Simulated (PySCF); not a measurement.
PbCl3, SMILES [Cl][Pb-]([Cl])[Cl], charge -1. Coordinates come from a PBE-D3(BJ)/def2-SVPD optimisation. The isomer is the one that the SMILES or the coordinates give; other isomers of the formula were not compared. The def2 effective core potentials stand for the cores of Pb; spin–orbit coupling is left out.

Task: Give the equilibrium geometry at PBE-D3(BJ)/def2-SVPD (PySCF confirms it by a frequency run) as a Z-matrix, and its point group. (Estimate from the structure and the level; the computed values follow.)

Result: point group C3v.
```
Pb
Cl 1 2.6416
Cl 1 2.6416 2 101.98
Cl 1 2.6416 2 101.98 3 105.19
```
Charge -1, spin multiplicity 1.
